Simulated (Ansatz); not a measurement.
`[NH]1[AlH][SiH2]1` and `[SeH][SiH]1[NH][AlH]1` differ in one atom or group.

Ansatz, PBE0-D4/def2-TZVP geometries, multiplicity 1. Each molecule was computed in one conformer, which needn't be the lowest.

Scalar relativity is left out up to krypton.

```csv
property,`[NH]1[AlH][SiH2]1`
HOMO energy (PBE/def2-TZVPP) / eV,-5.52
LUMO energy (PBE0/def2-TZVPP) / eV,-1.09
size of the dipole moment (PBE/def2-TZVPP) / D,1.18
LUMO energy (ωB97M-V/def2-TZVPP) / eV,0.56
HOMO–LUMO gap (ωB97M-V/def2-TZVPP) / eV,9.00
HOMO energy (PBE0/def2-TZVPP) / eV,-6.49
```

Q: Give the same properties after the change, and the shifts. (Estimate.)

A: Computed: 
| property | `[SeH][SiH]1[NH][AlH]1` | shift |
| --- | --- | --- |
| HOMO energy (PBE/def2-TZVPP) / eV | -5.45 | 0.07 |
| LUMO energy (PBE0/def2-TZVPP) / eV | -1.30 | -0.21 |
| size of the dipole moment (PBE/def2-TZVPP) / D | 1.74 | 0.56 |
| LUMO energy (ωB97M-V/def2-TZVPP) / eV | 0.35 | -0.21 |
| HOMO–LUMO gap (ωB97M-V/def2-TZVPP) / eV | 8.74 | -0.26 |
| HOMO energy (PBE0/def2-TZVPP) / eV | -6.44 | 0.05 |

With PBE0 the HOMO rises by 0.05 eV and the LUMO falls by 0.21 eV, so the gap narrows by about 0.26 eV. PBE moves the HOMO by 0.07 eV and ωB97M-V by 0.04 eV. The zero-point energy changes by 2.3 kJ/mol with +3 modes. Dipoles are sizes alone; their direction can turn.

Spin–orbit coupling is left out; it splits and shifts lone-pair levels of the heavy atoms by tenths of an eV.
